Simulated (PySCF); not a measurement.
Bond curve of RhN

Set-up: PySCF, scalar-relativistic core potentials, basis sets Rh def2-TZVPP with ECP28, N def2-TZVPP. Energies in eV from Rh (4d8 5s1) + N in their ground configurations at the same level. State: ³Π (triplet), unpaired electrons σ ↑, π ↑.

All columns are PBE0. A positive dipole means Rh(−)N(+).

```tsv
R (Å)	E (eV)	μ (D)	Mulliken charge on Rh (basis-dependent)	HOMO (eV)	LUMO (eV)	Mayer bond order	⟨S²⟩
1.388	-1.339	-1.06	0.42	-5.30	-2.89	2.82	2.00
1.453	-2.390	-1.54	0.42	-5.56	-2.96	2.77	2.00
1.517	-2.968	-1.98	0.40	-5.79	-3.03	2.74	2.00
1.566	-3.171	-2.29	0.37	-5.88	-3.13	2.72	2.01
1.614	-3.225	-2.57	0.34	-5.92	-3.22	2.70	2.01
1.662	-3.167	-2.82	0.32	-5.96	-3.30	2.67	2.01
1.727	-2.968	-3.09	0.29	-6.00	-3.37	2.56	2.06
1.808	-2.650	-3.28	0.26	-6.05	-3.23	2.20	2.31
1.905	-2.270	-3.38	0.25	-6.12	-3.01	1.81	2.56
2.034	-1.799	-3.42	0.24	-6.23	-2.98	1.42	2.77
```

The metal atom is held in its measured ground configuration; semilocal functionals can put another filling of s and d lower by some tenths of an eV, and De to that atom would be smaller. ⟨S²⟩ of the unrestricted solution departs from its pure value on part of the curve, where spin states mix. Spin–orbit coupling is left out, which matters for elements this heavy, above all for dissociation energies. With d or f electrons several states lie close, and the lowest PBE0 determinant need not be the measured ground state.
